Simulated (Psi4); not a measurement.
Dimer: HF (SMILES F) (first 2 atoms) with CH6Si (SMILES C[SiH3]); geometry from B3LYP-D3(BJ)/def2-TZVP, rigid monomers moved along the line of their centres of mass till H2···H8 is 2.93 Å.
(charge 0, multiplicity 1):
| atom | x (Å) | y (Å) | z (Å) |
|---|---|---|---|
| F | 0.4622 | 0.6342 | -0.3607 |
| H | 0.7698 | 0.1600 | 0.3807 |
| C | -1.4634 | 0.1989 | 3.9349 |
| Si | 0.0343 | -0.8590 | 4.2982 |
| H | -1.1669 | 1.2081 | 3.6456 |
| H | -2.1038 | 0.2695 | 4.8159 |
| H | -2.0504 | -0.2240 | 3.1183 |
| H | 0.9082 | -0.9520 | 3.0880 |
| H | -0.3403 | -2.2466 | 4.6525 |
| H | 0.8703 | -0.2841 | 5.3762 |

Method: SAPT0/jun-cc-pV(D+d)Z run with Psi4 1.11.

**Question.** Give the four SAPT terms and the total, and say what mostly holds the pair together.

**Answer.** electrostatics -2.2, exchange 0.3, induction -0.6, dispersion -0.6, total -3.1 kJ/mol; the largest attraction is electrostatics.
